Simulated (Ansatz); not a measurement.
Computed with Ansatz on PBE0-D4/def2-TZVP structures; ΔE is electronic, products minus reactants. CCSD(T)/CBS adds triple-zeta CCSD(T) − MP2 to the extrapolated MP2 energy (def2 sets, frozen cores). Functionals use def2-TZVPP. B3LYP here is the variant with VWN-RPA as its local correlation; programs differ in this. HSE06 is defined as in plane-wave codes. def2 core potentials past Kr. For Sn outer-core shells are correlated without core-valence functions, which leaves a few kJ/mol of doubt a bond. One conformer a species, not always the lowest.

`[NH2][Sn][Cl]` + `FC(F)(F)C1=CC(C(F)(F)F)=[O+][B-](Cl)(Cl)O1` → `FC(F)(F)C1=CC(C(F)(F)F)=[O+][Sn-]([Cl])[O]1` + `NB(Cl)Cl`  (redistribution)

```
             level  ΔE (kJ/mol)  difference from CCSD(T)/CBS
            PBE-D4       -104.6                          4.6
        r2SCANh-D4       -106.5                          2.7
        r2SCAN0-D4       -105.9                          3.3
          BHLYP-D4       -117.9                         -8.7
            B2PLYP       -111.6                         -2.4
          PBE-QIDH       -101.5                          7.7
            r2SCAN       -107.0                          2.2
             B3LYP       -115.5                         -6.3
           r2SCAN0       -106.1                          3.1
             HSE06       -103.3                          5.9
           LC-ωPBE       -103.9                          5.3
RPA@PBE/def2-TZVPP       -102.4                          6.8
       HF/def2-SVP       -139.3                        -30.1
     HF/def2-TZVPP       -121.2                        -12.0
    MP2/def2-TZVPP       -102.8                          6.4
SCS-MP2/def2-TZVPP       -106.7                          2.5
       CCSD(T)/CBS       -109.2                            0
```

Largest T1 diagnostic among the species: 0.016.

At CCSD(T), def2-SVP lies −8.9 kJ/mol from the extrapolated value and def2-TZVPP +7.5 kJ/mol. Leaving LDA and LC-ωPBE aside and taking each functional with its dispersion term where it has one, the values spread over 16.4 kJ/mol, from BHLYP-D4 to PBE-QIDH. LDA lies +19.0 kJ/mol from PBE without D4.
